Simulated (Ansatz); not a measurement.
Reaction (ligand exchange at the Si–C bond): `N#CC[SiH3]` + `OCS` → `OCS[SiH3]` + `CC#N`

Isolated molecules relaxed with PBE0-D4/def2-TZVP in Ansatz; ΔE leaves out vibrations. CBS: MP2 limit from def2 TZ/QZ plus the TZ coupled-cluster correction, frozen cores. This one scheme is used for every species. One conformer a species, not always the lowest.

`N#CC[SiH3]`:

```xyz
9

N    -0.390    2.382    1.242
C    -0.226    1.597    0.417
C    -0.019    0.574   -0.581
Si    0.121   -1.153    0.200
H     0.894    0.789   -1.142
H    -0.852    0.581   -1.290
H     0.331   -2.127   -0.900
H     1.275   -1.177    1.130
H    -1.133   -1.465    0.925
```

`OCS`:

Z-matrix (Å, degrees):
```
C
S 1 1.793
O 1 1.405 2 110.6
H 1 1.095 2 109.2 3 123.4
H 1 1.097 2 104.5 3 -120.8
H 2 1.343 1 96.4 3 -70.0
H 3 0.962 1 108.1 2 177.5
```

`OCS[SiH3]`:

```xyz
10

O     1.045   -1.311   -1.255
C     0.604    0.005   -1.288
S     1.005    0.985    0.214
Si   -0.686    0.471    1.395
H     0.608   -1.771   -0.533
H     1.136    0.499   -2.101
H    -0.473    0.087   -1.475
H    -0.481    1.065    2.737
H    -0.812   -1.010    1.518
H    -1.946    0.979    0.788
```

`CC#N`:

Cartesian coordinates in Å:
```
C -0.385 -0.275 0.118
C 0.760 0.543 -0.232
N 1.667 1.191 -0.510
H -0.369 -0.505 1.184
H -1.309 0.256 -0.114
H -0.364 -1.209 -0.445
```

```
     species  CCSD(T)/CBS(def2) energy (Eh)
`N#CC[SiH3]`                     -422.87241
       `OCS`                     -513.38917
 `OCS[SiH3]`                     -803.69249
      `CC#N`                     -132.59492
```

(1) Work out ΔE.

Largest T1 diagnostic among the species: 0.013.

## Answers

(1) ΔE = (-803.69249) + (-132.59492) − (-422.87241) − (-513.38917) = -0.02583 Eh = -0.70 eV.

At CCSD(T), def2-SVP lies +0.05 eV from the extrapolated value and def2-TZVPP +0.03 eV. Leaving LDA and LC-ωPBE aside and taking each functional with its dispersion term where it has one, the values, not all of them listed here, spread over 0.09 eV, from B97M-V to CAM-B3LYP-D4.
